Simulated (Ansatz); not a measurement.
The same path of C3H9FGe (14 atoms, charge 0, multiplicity 1) was run 3 times with different band settings. The coordinate that changes most is the dihedral Ge2–C3–C4–H14.

These are results of RHF/def2-SVP in Ansatz 0.2.0, not measurements.

Relaxed end points:

```xyz
14
Properties=species:S:1:pos:R:3
C -1.589 -0.248 1.269
Ge 0.352 -0.455 1.102
C 1.017 0.563 -0.470
C 0.488 0.121 -1.819
F 0.652 1.883 -0.268
H -1.850 0.811 1.298
H -2.106 -0.710 0.426
H -1.946 -0.718 2.187
H 0.731 -1.938 0.926
H 1.059 0.091 2.352
H 2.108 0.539 -0.480
H 0.864 0.779 -2.605
H -0.602 0.152 -1.849
H 0.810 -0.898 -2.041
```

```xyz
14
Properties=species:S:1:pos:R:3
C -1.555 -0.371 1.281
Ge 0.395 -0.431 1.098
C 0.966 0.640 -0.477
C 0.462 0.162 -1.822
F 0.500 1.927 -0.267
H -1.893 0.665 1.319
H -2.043 -0.864 0.439
H -1.868 -0.872 2.198
H 0.884 -1.880 0.914
H 1.070 0.163 2.344
H 2.055 0.703 -0.496
H 0.862 -0.828 -2.050
H 0.779 0.849 -2.609
H -0.627 0.107 -1.843
```

Common settings: climbing image yes; spring 5.0 eV/Å²; optimiser quadratic models (default); start path through a guess of the saddle point; force threshold 0.05 eV/Å; end points relaxed.

| run | movable images | iteration limit |
| --- | --- | --- |
| 1 | 9 | 46 |
| 2 | 9 | 6 |
| 3 | 1 | 60 |

**Question.** What does each run give, and how far can it be trusted?

**Answer.** Run 1: converged after 6 iterations, highest image 0.159 eV above the first end. A vibrational analysis at the climbing image gives one clearly imaginary mode, 253i cm⁻¹: a first-order saddle point.
Run 2: converged after 6 iterations, highest image 0.159 eV above the first end. Another band between the same ends (9 images) ends at a top of the same energy, where a vibrational analysis finds 1 clearly imaginary mode.
Run 3: converged after 6 iterations, highest image 0.159 eV above the first end. Another band between the same ends (9 images) ends at a top of the same energy, where a vibrational analysis finds 1 clearly imaginary mode. So few images can step over the top or miss a turn of the path.
